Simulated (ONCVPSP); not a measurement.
**Before and after: ONCV potential for bismuth**

bismuth (Bi), optimised norm-conserving Vanderbilt (ONCV), made with ONCVPSP 4.0.1 (PBE, scalar-relativistic). Core [Kr] 4d10 4f14, reference 5s2 5p6 5d10 6s2 6p3. Waves: 5s+6s: rc 1.25 bohr, ncon 4, nbas 7, qcut 9.6 1/bohr, 2 projectors; 5p+6p: rc 1.40 bohr, ncon 4, nbas 7, qcut 7.9 1/bohr, 2 projectors; 5d: rc 1.90 bohr, ncon 3, nbas 7, qcut 6.8 1/bohr, 2 projectors, debl 2.2 Ha. Local part: polynomial inside 1.10 bohr (lpopt 5, dvloc0 0 Ha). Core correction: Teter function, fcfact 2.75, rcfact 1.

All-electron outer shells of the reference configuration (PBE, scalar-relativistic, ld1.x):

```json
{"shell": "4d", "level (eV)": "-430.06", "outermost node (bohr)": "0.19", "outermost maximum (bohr)": "0.38"}
{"shell": "5s", "level (eV)": "-157.79", "outermost node (bohr)": "0.44", "outermost maximum (bohr)": "0.77"}
{"shell": "4f", "level (eV)": "-152.59", "outermost node (bohr)": "–", "outermost maximum (bohr)": "0.34"}
{"shell": "5p", "level (eV)": "-95.86", "outermost node (bohr)": "0.48", "outermost maximum (bohr)": "0.86"}
{"shell": "5d", "level (eV)": "-27.08", "outermost node (bohr)": "0.51", "outermost maximum (bohr)": "1.03"}
{"shell": "6s", "level (eV)": "-14.48", "outermost node (bohr)": "0.98", "outermost maximum (bohr)": "1.88"}
{"shell": "6p", "level (eV)": "-4.57", "outermost node (bohr)": "1.14", "outermost maximum (bohr)": "2.44"}
```

Change: p: nbas 8.

Cutoffs: the cutoffs (Ha) at which the residual kinetic energy of the hardest occupied pseudo-wave falls to 1 and 0.1 mHa per electron; they do not see the model core or the augmentation charge, which bear on the density cutoff. Errors are all-electron minus pseudo energies relative to the spin-unpolarised reference configuration.

**Question.** How do hardness, ghosts and transferability respond?

**Answer.** The potential gets neither clearly harder nor softer (38 Ha and 43 Ha → 38 Ha and 43 Ha); the errors of the 4 common tests hardly move; neither file shows a bound ghost.

| quantity | base | changed |
| --- | --- | --- |
| cutoff, loose | 38 Ha | 38 Ha |
| cutoff, tight | 43 Ha | 43 Ha |
| loose cutoff by channel | s 38 Ha, p 20 Ha, d 20 Ha | s 38 Ha, p 18 Ha, d 20 Ha |
| bound ghosts | none | none |
| GHOST(+) flags under 300 eV | s at 290.2 eV | s at 290.2 eV |
| error for 5s2 5p6 5d10 6s2 6p2, meV [ΔE 7.91 eV] | -3.4 | -3.4 |
| error for 5s2 5p6 5d10 6s2 6p1, meV [ΔE 23.16 eV] | -11 | -11 |
| error for 5s2 5p6 5d10 6s2 6p0, meV [ΔE 46.50 eV] | -26 | -26 |
| error for 5s2 5p6 5d10 6s1 6p4, meV [ΔE 10.08 eV] | -2.4 | -2.3 |
| s: phases at 1.27 bohr within 0.05 rad from the reference energy up to (Ha; the scan ends near 5) | to the end of the scan | to the end of the scan |
| p: phases at 1.42 bohr within 0.05 rad from the reference energy up to (Ha; the scan ends near 5) | to the end of the scan | to the end of the scan |
| d: phases at 1.93 bohr within 0.05 rad from the reference energy up to (Ha; the scan ends near 5) | to the end of the scan | to the end of the scan |
| rms error of d²Exc/dni dnj with the model core, mHa | 3.05 | 3.06 |
